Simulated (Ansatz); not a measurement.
Reactions of BH5OSiZn (`O[SiH2][BH][ZnH]`).

Program: Ansatz. Geometries: PBE0-D4/def2-TZVP. ΔE: electronic, gas phase. CBS: MP2 limit from def2 TZ/QZ plus the TZ coupled-cluster correction, frozen cores. This one scheme is used for every species, atoms too. Functionals use def2-TZVPP. B3LYP here is the variant with VWN-RPA as its local correlation; programs differ in this. No spin–orbit coupling; open shells (•) take unrestricted orbitals. Spin–orbit coupling would lower the free atoms: a little for B, O, Si. For Ge, Zn outer-core shells are correlated without core-valence functions, so the limit isn't a true one: a few kJ/mol of doubt a bond, and 10 to 20 or more in all where bonds break to atoms. Scalar relativity is left out up to krypton. Each species was taken in one conformer, which may not be the lowest.

| reaction | CCSD(T)/CBS(def2) (kcal/mol) |
| --- | --- |
| `O[SiH2][BH][ZnH]` + CH₃NH₂ → `N[CH2][ZnH]` + `B[SiH2]O` | ? |
| `O[SiH2][BH][ZnH]` + `CNC` → `C[N](C)[ZnH]` + `B[SiH2]O` | -3.6 |
| `O[SiH2][BH][ZnH]` + `N=CO` → `O/C=[N]/[ZnH]` + `B[SiH2]O` | -7.7 |
| `O[SiH2][BH][ZnH]` + `[OH][GeH3]` → `[ZnH][O][GeH3]` + `B[SiH2]O` | -16.8 |
| `O[SiH2][BH][ZnH]` + CH₃OH → `CO[BH][ZnH]` + `O[SiH3]` | -36.2 |
| `O[SiH2][BH][ZnH]` + CH₄ → `CB[SiH2]O` + `[ZnH2]` | -0.2 |
| `O[SiH2][BH][ZnH]` → B• + 5 H• + O• + Si• + Zn (atom) | 615.9 |
| `O[SiH2][BH][ZnH]` + CH₄ → `C[BH][ZnH]` + `O[SiH3]` | ? |

Fill in the missing values. (Best estimate.)

Computed: `O[SiH2][BH][ZnH]` + CH₃NH₂ → `N[CH2][ZnH]` + `B[SiH2]O`: +7.8 kcal/mol; `O[SiH2][BH][ZnH]` + CH₄ → `C[BH][ZnH]` + `O[SiH3]`: +0.2 kcal/mol.

Largest T1 diagnostic: 0.017, for Zn (atom).
